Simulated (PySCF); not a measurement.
**Computed properties of methylammonium (CH₆N), SMILES C[NH3+], charge +1**

methylammonium (CH6N), SMILES C[NH3+], charge +1. Coordinates come from a ωB97X-D3(BJ)/def2-TZVP optimisation. Other conformers were not sampled. All values are computed for the isolated molecule unless a solvent is named; none is compared with measurement here.

**Structure.** The optimised structure has C3v symmetry. All 18 harmonic modes at ωB97X-D3(BJ)/def2-TZVP (PySCF) are real, so it is a minimum.

**Vibrations.** The strongest infrared lines (harmonic, unscaled, degenerate partners summed) lie at 3510 cm⁻¹ (245 km/mol, H 92 %, N 8 %), 1537 cm⁻¹ (118 km/mol, H 85 %, N 15 %), 1675 cm⁻¹ (86 km/mol, H 97 %). The softest mode is at 292 cm⁻¹ and the zero-point energy is 50.1 kcal/mol.

**Electronic structure.** M06-2X/def2-TZVPD (PySCF) places the frontier levels at -18.83 and -5.08 eV, a gap of 13.75 eV and a mean polarisability of 20.1 bohr³. PBE/def2-TZVPD (PySCF) at the same geometry gives -15.80 and -6.35 eV, so its gap is 4.30 eV narrower. An orbital gap is neither the optical nor the fundamental gap.

**Excitations.** TDDFT-CAM-B3LYP/def2-TZVPD (PySCF) has S1 at 10.57 eV (117 nm, f = 0.011, weak); the most intense of the 10 singlets computed lies at 12.86 eV (f = 0.18). Strengths of degenerate partners are summed. T1 (TDA) is at 10.26 eV. TDDFT-PBE/def2-TZVPD (PySCF) puts S1 at 9.51 eV. No vertical singlet excitation falls in the visible range (under 3.1 eV).

**NMR.** GIAO shifts at B3LYP/pcSseg-2 (PySCF) (non-relativistic, atoms alike by connectivity averaged): ¹³C at 35.8 ppm against TMS; ¹H from 3.5 to 4.8 ppm against TMS.

**Solvation.** SMD-PBE0/def2-SVP (PySCF) gives -73.7 kcal/mol in water, -44.7 kcal/mol in toluene, -72.0 kcal/mol in cyclohexanone (1 M in both phases, gas-phase geometry); of these solvents water holds the molecule best.
